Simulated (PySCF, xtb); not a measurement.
H5NOSi, SMILES [SiH2](N)O.

GFN2-xTB in xtb at its own geometry gives an orbital gap of 6.28 eV and a dipole moment of 1.16 D.

The structure is a stationary point at r2SCAN-D4/def2-TZVP. The geometry has at least one imaginary mode, so it is a saddle point at that level. Other conformers were not sampled.

What does PySCF with B3LYP/def2-TZVPD give? (An estimate is asked for; the answer gives what the named calculation found.)

gap 7.41 eV (levels -7.60 and -0.19 eV), dipole 0.27 D.
